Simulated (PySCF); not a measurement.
Cl3Sc, triplet, geometry from GFN2-xTB (such geometries of metal compounds can be far from the true shape) (the multiplicity is a formal guess). Base run: HF/pcseg-1 run with PySCF.

Geometry (Å):
```xyz
4

Sc    -0.3055    -0.0234     0.2134
Cl     1.7732    -0.1264    -0.8154
Cl    -0.5928    -1.1506     2.1984
Cl    -0.8030     1.3059    -1.6466
```
Charge 0, spin multiplicity 3.
Orbitals are unrestricted.
All else is at PySCF's defaults.

Each row names what was changed in the base input (with any setting that the change needs).

```tsv
change	basis functions	E (Eh)	HOMO (eV)	dipole (D)	outcome
base	85	-2138.17338	-9.25	2.63	converged
basis = cc-pVTZ-DK; relativity = spin-free X2C	170	-	-	-	not converged
basis = cc-pVDZ-DK; relativity = spin-free X2C; nucleus = Gaussian (with nucmod='G')	97	-2146.19096	-8.59	2.71	converged
basis = cc-pVTZ-DK; relativity = spin-free X2C; nucleus = Gaussian (with nucmod='G')	170	-	-	-	not converged
basis = cc-pVDZ-DK; relativity = none	97	-2136.02925	-8.71	2.68	converged
basis = x2c-TZVPall; relativity = spin-free X2C	159	-	-	-	not converged
basis = cc-pVDZ-DK; relativity = spin-free X2C	97	-2146.19385	-8.59	2.71	converged
basis = x2c-TZVPall; relativity = spin-free X2C; nucleus = Gaussian (with nucmod='G')	159	-	-	-	not converged
basis = cc-pVTZ-DK; relativity = none	170	-2135.95888	-8.52	2.81	converged
basis = x2c-TZVPall; relativity = none	159	-2136.78910	-8.49	2.79	converged
```

Absolute energies of different levels of theory aren't comparable as measures of quality.

Open shells are given as the SCF converged; they aren't shown to be the lowest states, and a large step between rows can be another state.

Basis sets contracted for a relativistic Hamiltonian are a mismatch without it, so the rows without relativity aren't non-relativistic limits. No row has spin-orbit coupling; sets with core potentials leave out the core electrons.
